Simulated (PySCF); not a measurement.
## SMILES C=C1CC(C(N)=O)C1, C₆H₉NO

Molfile (atoms numbered from 1):
```
C6H9NO
     RDKit          3D

 17 17  0  0  0  0  0  0  0  0999 V2000
   -2.7450   -0.5224    0.4234 C   0  0  0  0  0  0  0  0  0  0  0  0
   -1.4762   -0.2551    0.2000 C   0  0  0  0  0  0  0  0  0  0  0  0
   -0.4441   -0.8043   -0.7451 C   0  0  0  0  0  0  0  0  0  0  0  0
    0.5414    0.2690   -0.2496 C   0  0  0  0  0  0  0  0  0  0  0  0
    1.8126   -0.2734    0.3734 C   0  0  0  0  0  0  0  0  0  0  0  0
    2.5943    0.6892    0.9224 N   0  0  0  0  0  0  0  0  0  0  0  0
    2.1135   -1.4442    0.4003 O   0  0  0  0  0  0  0  0  0  0  0  0
   -0.5150    0.7527    0.7741 C   0  0  0  0  0  0  0  0  0  0  0  0
   -3.3173    0.0175    1.1592 H   0  0  0  0  0  0  0  0  0  0  0  0
   -3.2609   -1.2959   -0.1195 H   0  0  0  0  0  0  0  0  0  0  0  0
   -0.7029   -0.7628   -1.8016 H   0  0  0  0  0  0  0  0  0  0  0  0
   -0.1090   -1.8127   -0.5012 H   0  0  0  0  0  0  0  0  0  0  0  0
    0.7983    1.0208   -0.9976 H   0  0  0  0  0  0  0  0  0  0  0  0
    2.3279    1.6570    0.9233 H   0  0  0  0  0  0  0  0  0  0  0  0
    3.4447    0.4203    1.3884 H   0  0  0  0  0  0  0  0  0  0  0  0
   -0.8230    1.7935    0.6758 H   0  0  0  0  0  0  0  0  0  0  0  0
   -0.2462    0.5628    1.8137 H   0  0  0  0  0  0  0  0  0  0  0  0
  1  2  2  0
  2  3  1  0
  3  4  1  0
  4  5  1  0
  5  6  1  0
  5  7  2  0
  4  8  1  0
  8  2  1  0
  1  9  1  0
  1 10  1  0
  3 11  1  0
  3 12  1  0
  4 13  1  0
  6 14  1  0
  6 15  1  0
  8 16  1  0
  8 17  1  0
M  END
```

Computed with GIAO CAM-B3LYP/pcSseg-1 magnetisability, rotational g tensor and spin-rotation constants, non-relativistic, gas phase (PySCF 2.14.0). Geometry: GFN2-xTB.

Problem. What are the magnetisability and the molar susceptibility?

Solution. Isotropic -1106 × 10⁻³⁰ J/T², or -66.6 × 10⁻⁶ cm³/mol; principal values -1225, -1099, -995 × 10⁻³⁰ J/T², anisotropy 199 × 10⁻³⁰ J/T² (root of half the summed squared differences of the principal values). The susceptibility is in cgs units.

Problem. Split it along the inertial axes a, b, c into diamagnetic and paramagnetic parts about the centre of mass, with the quadrupole moment.

Solution. 
```csv
axis,χ (10⁻⁶ cm³/mol),diamagnetic (10⁻⁶ cm³/mol),paramagnetic (10⁻⁶ cm³/mol),summed x² of all electrons (Å²),quadrupole Θ (D Å)
a,-68.1,-357.1,289.0,213.5,+2.28
b,-62.0,-1020.8,958.8,57.0,-0.46
c,-69.7,-1147.7,1078.0,27.1,-1.82
```
Anisotropies 2χaa − χbb − χcc = -4.5 and 2χbb − χaa − χcc = +13.8 × 10⁻⁶ cm³/mol. Θ is traceless in Buckingham's convention.

Problem. And the rotational g tensor?

Solution. 
| axis | rotational constant (GHz) | g | nuclear part | electronic part |
| --- | --- | --- | --- | --- |
| a | 4.8879 | -0.0406 | 0.6230 | -0.6636 |
| b | 1.2961 | -0.0135 | 0.5703 | -0.5838 |
| c | 1.1436 | -0.0073 | 0.5718 | -0.5792 |

Asymmetric top; isotopes 12C, 1H, 14N, 16O; no vibrational averaging.
